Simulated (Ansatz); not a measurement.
Molecule: C2H7OSi, net charge 0, doublet state. It need not be the lowest isomer of its formula. SMILES: C[Si](C)O
Geometry from a B3LYP-D3(BJ)/def2-TZVP (Ansatz, an electronic-structure program) optimisation:
```
Si
O 1 1.6676
H 2 0.9606 1 117.69
C 1 1.8753 2 104.86 3 177.51
H 4 1.0905 1 111.23 2 60.02
H 4 1.0915 5 108.36 1 -122.08
H 4 1.0947 5 108.17 6 -117.32
C 1 1.8865 2 110.61 3 57.81
H 8 1.0914 1 111.91 2 -62.07
H 8 1.0920 9 107.81 1 121.79
H 8 1.0950 9 108.25 10 117.01
```
Charge 0, spin multiplicity 2.

Wanted: atomisation energy (electronic, to ground-state atoms), in kcal/mol. Correlated levels leave the core frozen unless marked. Open shells are spin-unrestricted. Spin-orbit coupling is left out. No relativistic terms. The coupled-cluster limit lacks core correlation, which all-electron functionals hold. CBS(X,Y): correlation extrapolated as X^-3; Hartree-Fock from the larger set.

| level | program | atomisation energy (kcal/mol) |
|---|---|---|
| HF/STO-3G | Ansatz | 873.6 |
| HF/cc-pV(Q+d)Z | Ansatz | 732.2 |
| BLYP/def2-TZVPD | Ansatz | 959.7 |
| PBE0/6-31G* | Ansatz | 960.0 |

Q: Estimate the value at CCSD(T)/CBS(cc-pV(T+d)Z,cc-pV(Q+d)Z) as computed with Ansatz.

A: 976.0 kcal/mol
